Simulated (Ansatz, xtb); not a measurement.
## CH6OSeSi (SMILES CO[SiH2][SeH]): methods side by side

CH6OSeSi: 10 atoms, total charge 0, spin state singlet. SMILES: `CO[SiH2][SeH]`. The coordinates come from a PBE0-D4/def2-TZVP relaxation. This is one conformer, not always the lowest.

```xyz
10

C     0.4595    1.5682    0.4558
O     0.7084    0.2136    0.1488
Si   -0.4003   -0.7377   -0.5941
Se    0.2968   -2.8887   -0.5781
H     0.4311    2.1829   -0.4506
H    -0.4878    1.6934    0.9933
H     1.2698    1.9260    1.0925
H    -1.7069   -0.5912    0.1010
H    -0.5519   -0.3908   -2.0315
H     0.0644   -3.0268    0.8658
```

Quantity: the HOMO–LUMO gap, in eV. The values are calculated.

| level | kind | program | value (eV) |
| --- | --- | --- | --- |
| GFN2-xTB | semi-empirical | xtb | 4.34 |
| HF/6-31G* (spherical functions) | Hartree–Fock | Ansatz | 13.48 |
| SVWN5/6-31G* (spherical functions) | LDA | Ansatz | 5.46 |
| BLYP/6-31G* (spherical functions) | GGA | Ansatz | 5.43 |
| r2SCAN/6-31G* (spherical functions) | meta-GGA | Ansatz | 6.06 |
| BHLYP/6-31G* (spherical functions) | global hybrid | Ansatz | 9.53 |

All-electron rows without a relativistic Hamiltonian named are non-relativistic. The values span 4.34 to 13.48 eV. Orbital gaps aren't excitation energies; they tend to grow with the share of exact exchange.
